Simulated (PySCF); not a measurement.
Precursor series Mo Cl-OH. Isolated molecules, 0 K electronic values unless said otherwise. One relaxed conformer stands for each flexible species; it need not be the lowest.

The charge on the central atom (Mulliken) from two functionals at the same geometries (r2SCAN-D4/def2-SVP), both in PySCF: PBE-D3(BJ)/def2-TZVP and TPSSh-D3(BJ)/def2-TZVP. 

| species | PBE-D3(BJ)/def2-TZVP (e) | TPSSh-D3(BJ)/def2-TZVP (e) |
|---|---|---|
| 0 of 6 Cl replaced by OH ([Mo(Cl)6]) | 0.69 | 0.78 |
| 1 of 6 Cl replaced by OH | 0.83 | 0.94 |
| 2 of 6 Cl replaced by OH ([Mo(Cl)4(OH)2]) | 0.97 | 1.10 |
| 4 of 6 Cl replaced by OH ([Mo(Cl)2(OH)4]) | 1.23 | 1.40 |
| 5 of 6 Cl replaced by OH | 1.25 | 1.45 |
| 6 of 6 Cl replaced by OH ([Mo(OH)6]) | 1.40 | 1.63 |

Over these rows, drawn at random from the members with no instability flagged (it was tested for open shells, ions and some series alone), PBE minus TPSSh-D3(BJ): mean -0.15 e, from -0.23 e to -0.09 e.
